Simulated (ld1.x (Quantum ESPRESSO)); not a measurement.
What one change does to a pseudopotential (S, PAW)

- Element: sulfur
- Generator: ld1.x (Quantum ESPRESSO) 7.5
- Type: PAW
- Functional: LDA (PZ)
- Relativity: scalar-relativistic
- Frozen core: [Ne]
- Valence charge: 6
- Reference configuration: 3s1 3p5
- Partial waves: 3s (bound): rcut 1.00, rcutus 1.35 bohr; 3s channel at -0.9 Ry: rcut 1.00, rcutus 1.35 bohr; 3p (bound): rcut 1.30, rcutus 1.70 bohr; 3p channel at -0.2 Ry: rcut 1.30, rcutus 1.70 bohr; 3d channel at 0.45 Ry: rcut 1.05, rcutus 1.35 bohr
- Local potential: all-electron potential smoothed inside 1.10 bohr (lloc = -1)
- Core correction: Bessel-smoothed model core, default radius (core density twice the valence density)
- Augmentation charge: PSQ, inside the norm-conserving radii

Change: local potential all-electron potential smoothed inside 0.62 bohr (lloc = -1).

Cutoffs: the cutoffs (Ry, on a coarse ladder) from which the occupation-weighted sum of valence levels, in a spherical-Bessel basis at the reference potential, stays within 10 and 1 mRy of its value at 400 Ry; they do not see the model core or the augmentation charge, which bear on the density cutoff. Errors are all-electron minus pseudo energies relative to the spin-unpolarised reference configuration.

Task: How do hardness, ghosts and transferability respond?

Result: The potential gets neither clearly harder nor softer (21 Ry and 30 Ry → 21 Ry and 30 Ry); a bound ghost appears in s, which as a rule spoils a file; the errors of the 9 common tests hardly move; the range in which the d phases agree narrows (upper end at the end of the scan → 3.7). A state that the projectors do not describe sees the local part alone, so a deeper or shallower local part can create or remove a ghost.

```csv
quantity,base,changed
"cutoff, loose",21 Ry,21 Ry
"cutoff, tight",30 Ry,30 Ry
bound ghosts,none,s
"error for 3s2 3p4, meV [ΔE -10.24 eV]",+0.2,+0.2
"error for 3s2 3p3, meV [ΔE 1.62 eV]",-1.0,-1.0
"error for 3s2 3p2, meV [ΔE 24.00 eV]",-7.9,-7.7
"error for 3s1 3p4, meV [ΔE 12.42 eV]",-1.5,-1.4
"error for 3s2 3p4.3, meV [ΔE -11.98 eV]",+0.4,+0.3
"error for 3s2 3p1, meV [ΔE 58.15 eV]",-34,-34
"error for 3s2 3p0, meV [ΔE 105.14 eV]",-112,-114
"error for 3s1 3p5 (spin-polarised), meV [ΔE -0.86 eV]",-0.7,-0.6
"error for 3s2 3p4 (spin-polarised), meV [ΔE -10.95 eV]",0.0,0.0
s: phases at 1.86 bohr within 0.05 rad from the reference energy up to (Ry; the scan ends near 5),4.2,to the end of the scan
p: phases at 1.86 bohr within 0.05 rad from the reference energy up to (Ry; the scan ends near 5),to the end of the scan,to the end of the scan
d: phases at 1.86 bohr within 0.05 rad from the reference energy up to (Ry; the scan ends near 5),to the end of the scan,3.7
lowest overlap eigenvalue by channel,"s 0.45, p 0.77, d 1.00","s 0.36, p 0.66, d 1.00"
```

 A true bound ghost makes a file unfit for plane-wave use even where its test errors are small: the radial tests pick states by their node count and pass the ghost by.
